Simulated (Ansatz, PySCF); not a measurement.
SnF₂, SMILES [F][Sn][F] (connectivity only; charge and spin as stated), neutral, multiplicity 1. Atoms are numbered in the order given.

```xyz
3

Sn     0.0000     0.0000     0.3455
F      0.0000    -1.4502    -0.9554
F      0.0000     1.4502    -0.9554
```

Geometry optimised at B3LYP-D3(BJ)/def2-TZVP. The isomer is the one that the SMILES or the coordinates give; other isomers of the formula were not compared. The def2 effective core potentials stand for the cores of Sn; spin–orbit coupling is left out.

Two levels are set side by side: PBE-D3(BJ)/def2-TZVP (Ansatz, an electronic-structure program) and B3LYP-D3(BJ)/def2-TZVP (Ansatz). Each level has its own optimised geometry; the coordinates shown are those of the second. Frequencies come from the Hessian of PySCF at each geometry. Differences are taken from unrounded values.

| quantity | B3LYP-D3(BJ) |
|---|---|
| mean bond length (Å) | 1.948 |
| bond Sn1–F2 (Å) | 1.948 |
| bond Sn1–F3 (Å) | 1.948 |
| highest harmonic wavenumber (cm⁻¹) | 590 |
| mean harmonic wavenumber (cm⁻¹) | 450 |
| zero-point energy (kcal/mol) | 1.93 |

What does PBE-D3(BJ) give, and how far is it from B3LYP-D3(BJ)? (Estimate from the structure and the level; the computed values follow.)


| quantity | PBE-D3(BJ) | PBE-D3(BJ) minus B3LYP-D3(BJ) |
|---|---|---|
| mean bond length (Å) | 1.961 | 0.013 |
| bond Sn1–F2 (Å) | 1.961 | 0.013 |
| bond Sn1–F3 (Å) | 1.961 | 0.013 |
| highest harmonic wavenumber (cm⁻¹) | 571 | -19 |
| mean harmonic wavenumber (cm⁻¹) | 435 | -15 |
| zero-point energy (kcal/mol) | 1.87 | -0.07 |

GGA bonds tend to be longer and softer than those of functionals with exact exchange. Differences between two approximate levels are no errors against the true value.
